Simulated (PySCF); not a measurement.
CdH3NS, SMILES [NH2][Cd][SH].

Coordinates come from a B3LYP-D3(BJ)/def2-TZVP optimisation. The def2 effective core potentials stand for the cores of Cd; spin–orbit coupling is left out. Other conformers were not sampled.

Calculation: PBE/def2-TZVPD (PySCF).

The molecule is in vacuum.

Computed frontier levels, gap, dipole moment and polarisability:
```
Property                                                                                                        Result
---------------------------------------------------------------------------------------------  -----------------------
highest occupied level                                                                                        -5.84 eV
lowest empty level                                                                                            -2.01 eV
orbital gap                                                                                                    3.83 eV
dipole moment                                                                                                   2.04 D
quadrupole, principal values (traceless, Buckingham form, about the centre of nuclear charge)    -7.13, 3.06, 4.07 D·Å
mean static polarisability                                                                       70.0 bohr³ (10.37 Å³)
polarisability, principal values                                                               53.5, 53.8, 102.7 bohr³
```
